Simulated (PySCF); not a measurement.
## Computed properties of GeF₂Cl₂, SMILES [F][Ge]([F])([Cl])[Cl]

GeF2Cl2, SMILES [Cl][Ge]([F])([Cl])[F]. Geometry optimised at B3LYP-D3(BJ)/def2-SVP. Other conformers were not sampled. All values are computed for the isolated molecule unless a solvent is named; none is compared with measurement here.

**Structure.** The optimised structure has C2v symmetry. All 9 harmonic modes at B3LYP-D3(BJ)/def2-SVP (PySCF) are real, so it is a minimum. With heavy atoms numbered as in [F:1][Ge:2]([F:3])([Cl:4])[Cl:5], the shortest bond between them is Ge2–F3 at 1.719 Å and the longest Ge2–Cl5 at 2.123 Å.

**Vibrations.** The strongest infrared lines (harmonic, unscaled, degenerate partners summed) lie at 479 cm⁻¹ (105 km/mol, Cl 56 %, Ge 43 %), 763 cm⁻¹ (74 km/mol, F 75 %, Ge 25 %), 737 cm⁻¹ (74 km/mol, F 82 %, Ge 18 %). The softest mode is at 135 cm⁻¹ and the zero-point energy is 4.8 kcal/mol.

**Electronic structure.** CAM-B3LYP/def2-TZVP (PySCF) places the frontier levels at -11.52 and -1.18 eV, a gap of 10.34 eV, and gives a dipole moment of 1.26 D and a mean polarisability of 48.2 bohr³. PBE/def2-TZVP (PySCF) at the same geometry gives -8.63 and -3.25 eV, so its gap is 4.96 eV narrower. An orbital gap is neither the optical nor the fundamental gap.

**Excitations.** TDA-M06-2X/def2-SVPD (PySCF) has S1 at 6.94 eV (179 nm, f = 0.031, weak); the most intense of the 10 singlets computed lies at 8.93 eV (f = 0.28). T1 (TDA) is at 6.43 eV, 0.51 eV under S1. TDA-PBE/def2-SVPD (PySCF) puts S1 at 5.48 eV. No vertical singlet excitation falls in the visible range (under 3.1 eV).

**NMR.** GIAO shifts at KT2/pcSseg-1 (PySCF) (non-relativistic, atoms alike by connectivity averaged): ¹⁹F at -105.2 ppm against CFCl3. Without spin–orbit terms, shifts of atoms bonded to Cl or Br come out too high.
